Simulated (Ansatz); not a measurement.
Born–Oppenheimer molecular dynamics of BH6NO2 (10 atoms, charge 0, multiplicity 1). It starts at the highest image of a converged band. Of that band: The profile has 2 maxima (images 2, 4) with wells between them (image 3): this band takes more than one step, which may be the mechanism or a detour left from its start path. A vibrational analysis at the climbing image gives one clearly imaginary mode, 1334i cm⁻¹: a first-order saddle point.

These are results of RKS PBE/def2-SVP in Ansatz, not measurements.

* ensemble: NVE (velocity Verlet)
* time step: 0.5 fs
* steps asked: 200
* starting velocities drawn for: 100 K
* seed: 10335

First frame:

```xyz
10
Properties=species:S:1:pos:R:3
B 0.350 0.033 -0.127
H 0.394 0.902 1.123
O 0.436 0.911 -1.220
O 1.295 -0.987 -0.026
H -0.528 0.351 1.130
N -1.079 -0.510 0.314
H -0.058 1.737 -1.094
H 2.149 -0.669 -0.368
H -1.873 -0.260 -0.285
H -1.085 -1.508 0.554
```

Q: How far do the bonds stretch over the last three quarters of this one trajectory? (Pairs bonded in most of those frames.)

A: 
```csv
bond,mean (Å),spread (Å),shortest,longest
B1–H2,1.231,0.044,1.16,1.31
B1–O3,1.391,0.045,1.34,1.49
B1–O4,1.394,0.034,1.34,1.48
O3–H7,0.975,0.005,0.97,0.98
O4–H8,0.975,0.010,0.96,0.99
H5–N6,1.035,0.035,0.97,1.10
N6–H9,1.034,0.020,0.99,1.08
N6–H10,1.034,0.024,0.99,1.08
```

Mean temperature of the second half: 736 K. The conserved energy stayed within 0.18 meV per atom of its start (net change -0.11 meV per atom), so the integration is sound. The system heated up, since it started high on the potential surface and ran downhill. A run of 0.1 ps of so small a system gives no equilibrium averages. The orbitals stay closed-shell, which can raise the energy where a bond breaks towards radicals; this wasn't checked here.

Run time: 2.9 min on 2 threads of Intel(R) Xeon(R) Platinum 8375C CPU @ 2.90GHz (Ice Lake) (shared host), peak memory 0.13 GiB.
